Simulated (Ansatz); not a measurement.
Start from `C[O][Ga]([Cl])[Cl]` and change one element to get `C[O][Al]([Cl])[Cl]`.

Ansatz, PBE0-D4/def2-TZVP geometries, multiplicity 1. Each molecule was computed in one conformer, which needn't be the lowest.

Scalar relativity is left out up to krypton.

| property | `C[O][Ga]([Cl])[Cl]` |
| --- | --- |
| HOMO–LUMO gap (PBE/def2-TZVPP) / eV | 4.55 |
| HOMO energy (B3LYP/def2-TZVPP) / eV | -8.27 |
| LUMO energy (PBE/def2-TZVPP) / eV | -2.44 |
| size of the dipole moment (ωB97M-V/def2-TZVPP) / D | 1.52 |
| HOMO–LUMO gap (B3LYP/def2-TZVPP) / eV | 6.46 |
| HOMO–LUMO gap (PBE0/def2-TZVPP) / eV | 7.03 |

Task: Give the same properties after the change, and the shifts. (Estimate.)

Result: The calculation gave: 
| property | `C[O][Al]([Cl])[Cl]` | shift |
| --- | --- | --- |
| HOMO–LUMO gap (PBE/def2-TZVPP) / eV | 5.41 | 0.86 |
| HOMO energy (B3LYP/def2-TZVPP) / eV | -8.42 | -0.15 |
| LUMO energy (PBE/def2-TZVPP) / eV | -1.72 | 0.72 |
| size of the dipole moment (ωB97M-V/def2-TZVPP) / D | 1.74 | 0.22 |
| HOMO–LUMO gap (B3LYP/def2-TZVPP) / eV | 7.30 | 0.84 |
| HOMO–LUMO gap (PBE0/def2-TZVPP) / eV | 7.82 | 0.79 |

With PBE0 the HOMO falls by 0.16 eV and the LUMO rises by 0.63 eV, so the gap widens by about 0.79 eV. PBE moves the HOMO by -0.14 eV and ωB97M-V by -0.18 eV. Dipoles are sizes alone; their direction can turn.

B3LYP here is the variant with VWN-RPA as its local correlation; programs differ in this.
